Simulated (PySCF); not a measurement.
Species: n-GeGeSiGeH10.
Geometry (PBE0-D3(BJ)/def2-SVP, Å), atoms numbered from 1 in this order:
```xyz
14
Ge3H10Si angstrom
Ge    -1.069   -2.161    0.335
Ge     1.091   -1.211   -0.229
Si     1.156    1.042    0.546
Ge    -0.563    2.280   -0.545
H     -2.168   -1.471   -0.496
H     -1.107   -3.672    0.045
H     -1.372   -1.935    1.828
H      2.221   -2.053    0.396
H      1.263   -1.230   -1.762
H      0.909    1.054    2.022
H      2.489    1.670    0.283
H     -1.928    1.621   -0.267
H     -0.611    3.736   -0.046
H     -0.331    2.285   -2.067
```

Computed, not measured: PBE0-D3(BJ)/def2-SVP geometry optimisation, gas phase in PySCF 2.14.0.

Masses are those of the commonest isotopes; rigid-rotor values at the optimised geometry. The values belong to one conformer.

Problem. Give the principal moments of inertia and the rotational constants in MHz.

Solution. Ia = 299.62, Ib = 966.08, Ic = 1183.54 u·Å²; 505379 MHz·u·Å²/I gives A = 1687, B = 523.1, C = 427.0 MHz.

Problem. What kind of rotor is it?

Solution. An asymmetric top; Ray's κ = -0.847.

Problem. Is it planar, by Δ = Ic − Ia − Ib?

Solution. Not planar: Δ = Ic − Ia − Ib = -82.17 u·Å². For a rigid frame Δ = −2 Σ m c², so Σ m c² = 41.08 u·Å² lies off the ab plane: 15.07 from hydrogen and 26.01 from heavier atoms. The atom farthest from that plane is 2.25 Å away.

Problem. Give the other two planar moments, Paa and Pbb, and the rms extents of the mass along the axes.

Solution. Paa = Σ m a² = (Ib + Ic − Ia)/2 = 925.00 and Pbb = Σ m b² = (Ia + Ic − Ib)/2 = 258.54 u·Å². With the mass M = 259.82 u, the rms extents √(P/M) along a, b and c are 1.89, 1.00, 0.40 Å.

Problem. List the rotational levels J(Ka,Kc) to J = 4 (K).

Solution. Above 0(0,0), as E/k:
J = 1: 1(0,1) 0.046, 1(1,1) 0.101, 1(1,0) 0.106
J = 2: 2(0,2) 0.137, 2(1,2) 0.188, 2(1,1) 0.202, 2(2,1) 0.369, 2(2,0) 0.370
J = 3: 3(0,3) 0.272, 3(1,3) 0.318, 3(1,2) 0.345, 3(2,2) 0.506, 3(2,1) 0.508, 3(3,1) 0.797, 3(3,0) 0.797
J = 4: 4(0,4) 0.452, 4(1,4) 0.490, 4(1,3) 0.536, 4(2,3) 0.688, 4(2,2) 0.692, 4(3,2) 0.980, 4(3,1) 0.980, 4(4,1) 1.387, 4(4,0) 1.387
Those of J = 1 are B + C, A + C and A + B.

Problem. Predict some low-J microwave lines.

Solution. The dipole components are |μa| = 0.02 D, |μb| = 0.14 D, |μc| = 0.02 D. The squared components, which scale the intensities, stand as 0.03 : 1.00 : 0.02 (a : b : c). Some lines, for components of 0.1 D or more:

```csv
type,branch,"J(Ka,Kc)",MHz,lower level (cm⁻¹)
b,R,"4(1,3) ← 3(2,2)",630,0.352
b,Q,"4(1,3) ← 4(0,4)",1761,0.314
b,R,"2(1,2) ← 1(0,1)",2968,0.032
b,Q,"5(2,3) ← 5(1,4)",3133,0.538
b,Q,"4(2,2) ← 4(1,3)",3250,0.373
b,Q,"2(2,1) ← 2(1,2)",3779,0.131
b,R,"4(1,4) ← 3(0,3)",4546,0.189
b,Q,"4(3,2) ← 4(2,3)",6077,0.478
b,R,"4(2,3) ← 3(1,2)",7146,0.240
b,Q,"4(4,0) ← 4(3,1)",8470,0.681
```

Problem. Estimate the classical rotational partition function at 10 K, 25 K and 100 K.

Solution. Point group C1, symmetry number σ = 1; q = (√π/σ)·√((kT/h)³/(ABC)), k/h = 20836.6 MHz/K: 8690 at 10 K, 34300 at 25 K, 275000 at 100 K.

Whether it is a minimum is left open (no frequencies). These are rigid-rotor constants of the computed structure; measured ground-state constants (B0) also hold zero-point vibration. A rigid rotor knows nothing of internal rotation, which can split or shift real lines.
